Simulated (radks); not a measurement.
Fractional charge and spin in the 5p shell of samarium: the spin-up occupation runs from 2 to 3 and the spin-down occupation from 2 to 3; the fullest corner is Sm+, [Kr] 4d10 4f(up 3, down 3) 5s2 6s(up 0.5, down 0.5) 5p(up 3, down 3). Method: scalar-relativistic Kohn-Sham, r2SCAN, spin-polarised, spherical densities, finite nucleus; meta-GGA in the generalised Kohn-Sham scheme; Fermi nuclear charge, rms radius of each element as measured or else 0.836 A^(1/3) + 0.57 fm; computed with a radial shooting solver on a logarithmic mesh with Libxc functionals. Energy (eV) minus the two flat planes that join the four corners (they meet along the diagonal where the two added fractions sum to one electron); zero is where a piecewise linear energy would lie.

| down \ up | 2 | 2.25 | 2.5 | 2.75 | 3 |
|---|---|---|---|---|---|
| 2 | 0.000 | -1.091 | -1.451 | -1.085 | 0.000 |
| 2.25 | -1.091 | -1.364 | -0.919 | 0.239 | -1.004 |
| 2.5 | -1.451 | -0.919 | 0.318 | -0.852 | -1.332 |
| 2.75 | -1.085 | 0.239 | -0.852 | -1.259 | -0.993 |
| 3 | 0.000 | -1.004 | -1.332 | -0.993 | 0.000 |

Corners above the fullest one (they belong to Sm2+ and the next ion): (up 3, down 2) 35.480 eV, (up 2, down 3) 35.480 eV, (up 2, down 2) 83.386 eV. With half an added electron in each spin the energy lies 0.318 eV from the planes, and with half an added electron in spin up alone -1.451 eV. The planes are only a guide here: the flat-plane condition holds for ground states with one frontier orbital, while this shell lies below other occupied shells, so the corners above the fullest one are inner-hole states and not the ground states of those ions.
